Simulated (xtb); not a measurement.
Cl4Ti, charge +1, doublet, from a rough starting geometry (GFN-xTB shapes and energies of metal compounds can be far from the true ones) (the multiplicity is a formal guess); xtb 6.7.1 with GFN2-xTB.

Here is a job for xtb.
```
$ xtb mol.xyz --gfn 2 --chrg 1 --uhf 1 --opt vtight --json

# file mol.xyz
5

Ti     0.03712907    -0.02134065     0.05969287
Cl     1.68079175    -0.50891130    -1.16808008
Cl     0.59856006     0.48950424     2.00640808
Cl    -0.94990858     1.69538582    -0.87603058
Cl    -1.36369899    -1.60338357     0.07925029
```

Problem. Write the output that xtb gives for this input, abridged.

Solution. 
```
   ID    Z sym.   atoms
    1   22 Ti     1
    2   17 Cl     2-5

           -------------------------------------------------
          |                Calculation Setup                |
           -------------------------------------------------

           -------------------------------------------------
          |                 G F N 2 - x T B                 |
           -------------------------------------------------

          ...................................................
          :                      SETUP                      :
          :.................................................:
          :  # basis functions                  50          :
          :  # atomic orbitals                  45          :
          :  # shells                           15          :
          :  # electrons                        31          :
          :  max. iterations                   250          :
          :  Hamiltonian                  GFN2-xTB          :
          :  restarted?                      false          :
          :  GBSA solvation                  false          :
          :  PC potential                    false          :
          :  electronic temp.          300.0000000     K    :
          :  accuracy                    1.0000000          :
          :  -> integral cutoff          0.2500000E+02      :
          :  -> integral neglect         0.1000000E-07      :
          :  -> SCF convergence          0.1000000E-05 Eh   :
          :  -> wf. convergence          0.1000000E-03 e    :
          :  Broyden damping             0.4000000          :
          :  net charge                          1          :
          :  unpaired electrons                  1          :
          ...................................................

 iter      E             dE          RMSdq      gap      omega  full diag
   1    -19.4457759 -0.194458E+02  0.556E+00    2.12       0.0  T
   2    -19.5013271 -0.555512E-01  0.561E+00    3.61       1.0  T
   3    -19.5178492 -0.165221E-01  0.383E+00    3.17       1.0  T
   4    -19.5281177 -0.102686E-01  0.344E+00    3.10       1.0  T
   5    -19.5023386  0.257791E-01  0.358E+00    2.81       1.0  T
   6    -19.5401868 -0.378481E-01  0.148E+00    2.82       1.0  T
   7    -19.5425572 -0.237039E-02  0.116E+00    2.86       1.0  T
   8    -19.5429293 -0.372105E-03  0.102E+00    2.89       1.0  T
   9    -19.5429680 -0.387648E-04  0.618E-01    2.95       1.0  T
  10    -19.5437184 -0.750402E-03  0.552E-01    3.02       1.0  T
  11    -19.5438365 -0.118108E-03  0.497E-01    3.03       1.0  T
  12    -19.5438065  0.300319E-04  0.339E-01    3.02       1.0  T
  13    -19.5439636 -0.157068E-03  0.176E-01    3.02       1.0  T
  14    -19.5439742 -0.106599E-04  0.142E-01    3.01       1.0  T
  15    -19.5439802 -0.594030E-05  0.511E-02    3.01       1.0  T
  16    -19.5439834 -0.322894E-05  0.295E-02    3.01       1.5  T
  17    -19.5439846 -0.122962E-05  0.790E-03    3.01       5.7  T
  18    -19.5439846  0.348577E-07  0.775E-03    3.01       5.8  T
  19    -19.5439847 -0.933242E-07  0.483E-03    3.01       9.3  T
  20    -19.5439848 -0.555848E-07  0.125E-03    3.01      35.7  T
  21    -19.5439848  0.859902E-09  0.127E-03    3.01      35.3  T
  22    -19.5439848 -0.209107E-08  0.546E-04    3.01      81.9  T
  23    -19.5439848 -0.598639E-09  0.286E-04    3.01     156.5  T

   *** convergence criteria satisfied after 23 iterations ***

         :::::::::::::::::::::::::::::::::::::::::::::::::::::
         ::                     SUMMARY                     ::
         :::::::::::::::::::::::::::::::::::::::::::::::::::::
         :: total energy             -19.504426821105 Eh    ::
         :: gradient norm              0.021042757280 Eh/a0 ::
         :: HOMO-LUMO gap              3.006747824519 eV    ::
         ::.................................................::
         :: SCC energy               -19.543980592393 Eh    ::
[...]
 * total energy  :   -19.5044268 Eh     change       -0.8835954E-10 Eh
 * total energy  :   -19.5055599 Eh     change       -0.1133082E-02 Eh
 * total energy  :   -19.5055636 Eh     change       -0.3739273E-05 Eh
 * total energy  :   -19.5055666 Eh     change       -0.2999775E-05 Eh
 * total energy  :   -19.5055667 Eh     change       -0.5788626E-07 Eh
   *** GEOMETRY OPTIMIZATION CONVERGED AFTER 5 ITERATIONS ***
         :: total energy             -19.505566700445 Eh    ::
[...]
         6        2.0000           -0.6639499             -18.0670
         7        2.0000           -0.6639474             -18.0669
         8        2.0000           -0.6639440             -18.0668
         9        2.0000           -0.6505638             -17.7027
        10        2.0000           -0.6505586             -17.7026
        11        2.0000           -0.6486739             -17.6513
        12        2.0000           -0.6486714             -17.6512
        13        2.0000           -0.6486696             -17.6512
        14        1.6669           -0.6377395             -17.3538
        15        1.6666           -0.6377382             -17.3537
        16        1.6665           -0.6377380             -17.3537 (HOMO)
        17                         -0.5266604             -14.3312 (LUMO)
        18                         -0.5266524             -14.3309
        19                         -0.4917568             -13.3814
        20                         -0.4917366             -13.3808
        21                         -0.4917272             -13.3806
        22                         -0.2036389              -5.5413
        23                         -0.1918222              -5.2197
        24                         -0.1918216              -5.2197
        25                         -0.1918214              -5.2197
        26                         -0.1913185              -5.2060
        27                         -0.1913171              -5.2060
       ...                                ...                  ...
        45                          0.5971442              16.2491
      -------------------------------------------------------------
                  HL-Gap            0.1110776 Eh            3.0226 eV
             Fermi-level           -0.6096396 Eh          -16.5891 eV

     #   Z          covCN         q      C6AA      α(0)
     1  22 Ti       3.041     0.823   105.310    25.059
     2  17 Cl       0.761     0.044    97.698    15.120
     3  17 Cl       0.761     0.044    97.699    15.120
     4  17 Cl       0.761     0.044    97.699    15.120
     5  17 Cl       0.761     0.044    97.697    15.120

 Mol. C6AA /au·bohr⁶  :       2390.707690
 Mol. C8AA /au·bohr⁸  :     128520.146019
 Mol. α(0) /au        :         85.537794

Wiberg/Mayer (AO) data.
largest (>0.10) Wiberg bond orders for each atom

 ---------------------------------------------------------------------------
     #   Z sym  total        # sym  WBO       # sym  WBO       # sym  WBO
 ---------------------------------------------------------------------------
     1  22 Ti   4.985 --     3 Cl   1.246     5 Cl   1.246     2 Cl   1.246
                             4 Cl   1.246
     2  17 Cl   1.426 --     1 Ti   1.246
     3  17 Cl   1.426 --     1 Ti   1.246
     4  17 Cl   1.426 --     1 Ti   1.246
     5  17 Cl   1.426 --     1 Ti   1.246
 ---------------------------------------------------------------------------

Topologies differ in total number of bonds
Writing topology from bond orders to xtbtopo.mol

molecular dipole:
                 x           y           z       tot (Debye)
 q only:        0.001       0.020       0.038
   full:        0.001       0.020       0.038       0.110
molecular quadrupole (traceless):
                xx          xy          yy          xz          yz          zz
 q only:       -0.001       0.000      -0.000      -0.000       0.001       0.001
  q+dip:       -0.002      -0.000      -0.001       0.000       0.000       0.003
   full:       -0.001       0.000      -0.000      -0.000       0.001       0.001

optimized geometry written to: xtbopt.xyz

           -------------------------------------------------
          | TOTAL ENERGY              -19.505566700445 Eh   |
          | GRADIENT NORM               0.000040504371 Eh/α |
          | HOMO-LUMO GAP               3.022575038644 eV   |
           -------------------------------------------------

normal termination of xtb
```
